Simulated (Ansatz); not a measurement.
The cluster BeS₂⁻ (the lowest doublet isomer of a short search) was relaxed with PBE0-D4 (def2-TZVPD) in Ansatz in these states: charge -1 doublet, charge -1 quartet. The geometries follow in no particular order.

A:

```xyz
3

Be   -0.7223    0.5069    0.4161
S     0.1514    0.3813   -1.3453
S     0.5709   -0.8881    0.9291
```

B:

Cartesian coordinates in Å:
```
Be 0.000 0.000 0.000
S -1.473 -0.754 0.866
S 1.473 0.754 -0.866
```

Q: Judge from the bond lengths which geometry belongs to which state (an estimate).

A: A is the charge -1 quartet (Be1–S2 1.970 Å, Be1–S3 1.970 Å); B is the charge -1 doublet (Be1–S2 1.868 Å, Be1–S3 1.868 Å).

At PBE0-D4/def2-TZVPD the highest occupied level of the charge -1 quartet lies above zero (up to 0.10 eV). It is a level of α spin, whose loss leaves a triplet; that state wasn't run at this geometry and level. The electron is either unbound and held by the finite basis, or the level is raised by self-interaction error. At PBE0-D4/def2-TZVPD a doublet lies 2.71 eV below the charge -1 quartet. These are the stationary points nearest to one start from a short search; other shapes may lie lower in each state.
